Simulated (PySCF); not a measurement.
Working out the ionisation energy of N⁺

N⁺ [He] 2s2 2p2 (3P) → N²⁺ [He] 2s2 2p1 (2P). All numbers are calculated (PySCF 2.14, the non-relativistic Hamiltonian (point nucleus), in def2-QZVPPD (8s4p4d2f1g, 63 functions)). Frozen: 1s2. Energies in hartree (1 hartree = 27.21139 eV):

```
            part  N⁺ (lower)  N²⁺ (upper)
             UHF  -53.893782   -52.820353
CCSD correlation   -0.096942    -0.086086
             (T)   -0.001822    -0.001157
```

Q: What does Hartree-Fock give?

A: (-52.820353) − (-53.893782) = 1.073429 hartree = 29.209 eV.

Q: What do CCSD and CCSD(T) give?

A: The CCSD correlation energies differ by 0.010856 hartree = 0.295 eV and the triples by 0.000665 hartree = 0.018 eV, so CCSD gives 29.504 eV and CCSD(T) 29.522 eV.

A first-order spin-orbit estimate adds -0.003 eV to CCSD(T) (valence), giving 29.519 eV against 29.601 eV (semi-empirical (NIST evaluation); NIST Atomic Spectra Database, ionization energies).

What remains against the reference includes basis incompleteness, the frozen core and higher excitations.
